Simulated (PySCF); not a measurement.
## ORD: `CC(=O)[C@H]1CC[C@@H]1N`, C6H11NO

Molfile (atoms numbered from 1):
```
C6H11NO
     RDKit          3D

 19 19  0  0  0  0  0  0  0  0999 V2000
    2.4984    0.7137   -0.7798 C   0  0  0  0  0  0  0  0  0  0  0  0
    1.5028    0.2746    0.2655 C   0  0  0  0  0  0  0  0  0  0  0  0
    1.8181    0.0069    1.3985 O   0  0  0  0  0  0  0  0  0  0  0  0
    0.0880    0.1699   -0.2361 C   0  0  1  0  0  0  0  0  0  0  0  0
   -0.3035   -1.2392   -0.7458 C   0  0  0  0  0  0  0  0  0  0  0  0
   -1.5953   -1.1636    0.0772 C   0  0  0  0  0  0  0  0  0  0  0  0
   -1.0344    0.0620    0.8186 C   0  0  2  0  0  0  0  0  0  0  0  0
   -1.9184    1.2067    0.8451 N   0  0  0  0  0  0  0  0  0  0  0  0
    3.5118    0.4874   -0.4592 H   0  0  0  0  0  0  0  0  0  0  0  0
    2.4060    1.7906   -0.9138 H   0  0  0  0  0  0  0  0  0  0  0  0
    2.2871    0.2335   -1.7315 H   0  0  0  0  0  0  0  0  0  0  0  0
   -0.1295    0.9421   -0.9731 H   0  0  0  0  0  0  0  0  0  0  0  0
   -0.4179   -1.3362   -1.8227 H   0  0  0  0  0  0  0  0  0  0  0  0
    0.3796   -2.0055   -0.3840 H   0  0  0  0  0  0  0  0  0  0  0  0
   -1.8310   -2.0308    0.6893 H   0  0  0  0  0  0  0  0  0  0  0  0
   -2.4591   -0.8918   -0.5247 H   0  0  0  0  0  0  0  0  0  0  0  0
   -0.6127   -0.2058    1.7993 H   0  0  0  0  0  0  0  0  0  0  0  0
   -2.7468    0.9963    1.3918 H   0  0  0  0  0  0  0  0  0  0  0  0
   -1.4532    1.9983    1.2777 H   0  0  0  0  0  0  0  0  0  0  0  0
  1  2  1  0
  2  3  2  0
  2  4  1  0
  4  5  1  0
  5  6  1  0
  6  7  1  0
  7  8  1  0
  7  4  1  0
  1  9  1  0
  1 10  1  0
  1 11  1  0
  4 12  1  6
  5 13  1  0
  5 14  1  0
  6 15  1  0
  6 16  1  0
  7 17  1  1
  8 18  1  0
  8 19  1  0
M  END
```

Computed with PySCF 2.14.0, TDDFT PBE0/def2-SVPD circular dichroism and optical rotation, one conformer, gas phase. Geometry: GFN2-xTB.

The molecule is flexible and this is one conformer; a measurement averages over conformers. States above about 6.8 eV (minus the energy of the highest occupied orbital) lie near or above the ionisation threshold and depend on the basis.

Stereocentres: C4 S, C7 S.

Question: What is the specific rotation at 633, 589.3, 546, 436, 405, 365, 355 nm?

Answer: [α] in deg dm⁻¹ (g/mL)⁻¹:
| λ (nm) | origin-invariant length gauge | modified velocity gauge | length gauge (centre of mass) | isotropic polarisability (au) |
| --- | --- | --- | --- | --- |
| 633 | +193.9 | +188.7 | +193.9 | 82.1 |
| 589.3 | +227.2 | +220.7 | +227.2 | 82.4 |
| 546 | +269.8 | +261.2 | +269.8 | 82.7 |
| 436 | +454.9 | +433.6 | +454.8 | 84.1 |
| 405 | +542.1 | +511.8 | +542.1 | 84.8 |
| 365 | +691.0 | +636.7 | +690.9 | 85.9 |
| 355 | +734.1 | +669.1 | +734.1 | 86.3 |

Question: And for the mirror image at 589.3 nm?

Answer: -227.2 deg dm⁻¹ (g/mL)⁻¹ (origin-invariant length gauge): the same size and the opposite sign.

Question: What is the molar rotation [Φ] = [α]·M/100 of the geometry above at 589.3 nm?

Answer: With M = 113.16 g/mol, +257.1 deg cm² dmol⁻¹ (origin-invariant length gauge).

The first excitation lies at 4.42 eV (280 nm) with R = -2.8 × 10⁻⁴⁰ esu² cm² (velocity form).
